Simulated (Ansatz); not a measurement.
`FCNCF` + `CBN` → `CBNCF` + `NCF`  (substitution at a C–N bond)

Gas-phase electronic energies from Ansatz, PBE0-D4/def2-TZVP geometries. CCSD(T)/CBS is the MP2 limit (def2-TZVPP, def2-QZVPP) plus CCSD(T) − MP2 in def2-TZVPP, frozen cores. Functionals use def2-TZVPP. Each species was taken in one conformer, which may not be the lowest.

| species | B2PLYP energy (Eh) |
| --- | --- |
| `FCNCF` | -333.57554 |
| `CBN` | -121.30448 |
| `CBNCF` | -259.82206 |
| `NCF` | -195.05722 |

Task: Work out ΔE.

Result: ΔE = (-259.82206) + (-195.05722) − (-333.57554) − (-121.30448) = 0.00074 Eh = +0.02 eV. CCSD(T)/CBS gives +0.01 eV.

Largest T1 diagnostic among the species: 0.012.
